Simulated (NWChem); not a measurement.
Molecule: BeIF; SMILES [I][Be][F]

def2 effective core potentials on I; no spin-orbit coupling.

**Question.** Give the equilibrium geometry at PBE0/def2-SVP with def2 effective core potentials on I (NWChem) as an XYZ file, with the point group.

**Answer.** point group C*v; any orientation.
```
3

Be     0.0000     0.0000     1.5603
F      0.0000     0.0000     2.9497
I      0.0000     0.0000    -0.6048
```
